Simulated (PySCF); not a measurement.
C2H6Se2, SMILES [Se]([Se]C)C.

Geometry: r2SCAN-D4/def2-SVP. One conformer was computed; it need not be the lowest.

Calculation: PySCF with r2SCAN/def2-TZVP.

Isolated molecule, no solvent.

Question: Estimate the frontier levels, gap, dipole moment and polarisability. (Estimate from the structure and the level; the computed values follow.)

Answer: 
```json
{
 "highest_occupied_level": "-5.60 eV",
 "lowest_empty_level": "-1.74 eV",
 "orbital_gap": "3.86 eV",
 "dipole_moment": "1.95 D",
 "quadrupole, principal values (traceless, Buckingham form, about the centre of nuclear charge)": "-4.21, -1.98, 6.19 D·Å",
 "mean_static_polarisability": "80.0 bohr³ (11.86 Å³)",
 "polarisability_principal_values": "66.2, 70.4, 103.5 bohr³"
}
```
